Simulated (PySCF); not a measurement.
# Substituent effects on core binding energies

Parent: `OB(O)[SiH3]`, numbered `[OH:1][B:2]([OH:3])[SiH3:4]`. One hydrogen on Si4 is replaced. Method used: delta-SCF UKS SCAN, pcX-2 on the ionised atom, pcseg-1 elsewhere, spin-free X2C in PySCF. Each binding energy is the total energy of the core-ionised species, with the hole localised on one atom, minus that of the ground state; both are solved self-consistently, so orbital relaxation is included. Geometries: PBE0-D3(BJ)/def2-SVP; isolated species, one conformer each.

The parent's lines: B2 B 1s 197.34 eV; O1/O3 O 1s 539.47 eV; Si4 Si 1s 1845.96 eV; Si4 Si 2p3/2 106.25 eV.

Spin–orbit and ligand-field terms were added within each 2p shell after the spin-free SCF. 2p1/2 minus 2p3/2 (ligand field included): Si 0.62 eV.

Question: Order the derivatives by the Si 2p3/2 binding energy of the substituted atom, lowest first.
A. CH3: `C[SiH2]B(O)O`
B. Cl: `OB(O)[SiH2]Cl`
C. NH2: `N[SiH2]B(O)O`

Answer: A (105.90 eV), C (106.50 eV), B (107.31 eV).

Question: How do the binding energies of the substituted atom and of the parent's carbons near it change?

Answer: Changes against the parent, in eV:

```csv
substituent,molecule,Si 2p3/2 of the substituted atom,its change
CH3,C[SiH2]B(O)O,105.90,-0.35
NH2,N[SiH2]B(O)O,106.50,+0.25
Cl,OB(O)[SiH2]Cl,107.31,+1.06
```

At the substituted atom the change runs from -0.35 eV (CH3) to +1.06 eV (Cl).

Question: List all computed levels of each derivative.

Answer: 
- `C[SiH2]B(O)O`: B 1s: 197.09 eV; C 1s: 289.90 eV; O 1s: 539.30 eV; Si 1s: 1845.63 eV; Si 2p3/2: 105.90 eV
- `N[SiH2]B(O)O`: B 1s: 197.08 eV; N 1s: 404.60 eV; O 1s: 539.10 eV; Si 1s: 1846.30 eV; Si 2p3/2: 106.50 eV
- `OB(O)[SiH2]Cl`: B 1s: 197.60 eV; O 1s: 539.69 eV; Si 1s: 1847.13 eV; Si 2p3/2: 107.31 eV; Cl 1s: 2828.14 eV; Cl 2p3/2: 205.56 eV

Areas count equivalent atoms. Spin–orbit coupling isn't in the SCF: each 2p doublet comes from a relaxed spin-free hole plus a matrix of the shell (mean-field spin–orbit coupling and the ground-state 2p splitting), with 2p3/2 averaged over its two sublevels.
